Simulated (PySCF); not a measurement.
C₆ coefficients of unlike pairs at PBE0

Calculated with PySCF 2.14 from the dipole response of each species, C₆(A,B) = (3/π) ∫ α_A(iu) α_B(iu) du, in atomic units, from isotropic polarisabilities. For ions this is the dispersion term alone; charge-induced terms of lower order in 1/R come first.

```csv
species,configuration,basis,relativity,α (bohr³),C₆ (like pair)
Se+,[Ar] 3d10 4s2 4p3 (4S),"aug-cc-pVQZ-PP with one added diffuse shell each of s, p, d, f, g type with ECP10MDF (8s7p6d4f3g)",core potential,14.23,87.21
O(2+),[He] 2s2 2p2 (3P),aug-cc-pV5Z (7s6p5d4f3g2h),none,1.747,2.325
He,1s2 (1S),aug-cc-pVTZ (4s3p2d),none,1.466,1.600
W(2+),[Xe] 4f14 5d4 (5D),aug-cc-pVTZ-PP with ECP60MDF (6s6p5d3f2g),core potential,13.09,77.41
```

(1) Estimate C₆ for He with O(2+).

No spin-orbit coupling is included.

The other pairs:

```csv
pair,C₆
"O(2+), Se+",13.57
"W(2+), Se+",81.47
"He, Se+",11.44
"W(2+), He",10.99
"W(2+), O(2+)",13.17
```

## Answers

(1) The integral gives 1.921. The combination rule 2 C_A C_B / (C_A α_B/α_A + C_B α_A/α_B) gives 1.929 and the geometric mean 1.929.
